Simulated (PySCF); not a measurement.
# A survey of ¹⁷O NMR shifts

All values are calculated (PySCF 2.14.0 with density-fitted response routines): shieldings: GIAO PBE0/pcSseg-1, GFN2-xTB geometry. Single conformer, no solvent model, no relativistic terms, fast rotation and ring inversion assumed for equivalent nuclei.

Shieldings were converted by a linear fit to measured shifts: ¹⁷O: δ = 266.70 − 0.911σ (rms 10.7 ppm, 155 shifts, 12.2 ppm with the 3 outliers that the fit left out vs liquid water, solution or neat liquid). A few per cent of atoms miss by over 2 rms, more outside the fitted compound classes.

Question: Give the ¹⁷O shifts of `C#C/C=C(\O[SiH3])C(F)F`, `FC(F)[C@@H]1CCCOCC1`, `COC[C@@H](C)[C@H]1[C@H](F)[C@@H]1F`.

Answer: 
```json
{"compound": "C#C/C=C(\\O[SiH3])C(F)F", "environment": "oxygen bonded to C, Si", "δ (ppm)": "64.4"}
{"compound": "FC(F)[C@@H]1CCCOCC1", "environment": "ether oxygen", "δ (ppm)": "-2.9"}
{"compound": "COC[C@@H](C)[C@H]1[C@H](F)[C@@H]1F", "environment": "ether oxygen", "δ (ppm)": "-13.9"}
```

Question: Order these by ¹⁷O shift, lowest first.
A. FC(F)[C@@H]1CCCCCO1
B. O=C1C=C(C(F)F)C[SiH2]1
C. FC(F)c1ccc([SiH3])o1
D. C=C[C@@H](OCF)[C@H](F)Cl
E. C#C/C(Cl)=C\C(N)=O

Answer: A (9.9 ppm, ether oxygen), D (65.0 ppm, ether oxygen), C (255.7 ppm, aromatic ring oxygen), E (325.2 ppm, amide-type carbonyl oxygen), B (736.4 ppm, carbonyl oxygen).

In solution the two oxygens of a carboxylic acid give one averaged line by proton exchange, and hydrogen bonding shields acid and N–H amide carbonyl oxygens by tens of ppm; neither is in these numbers.
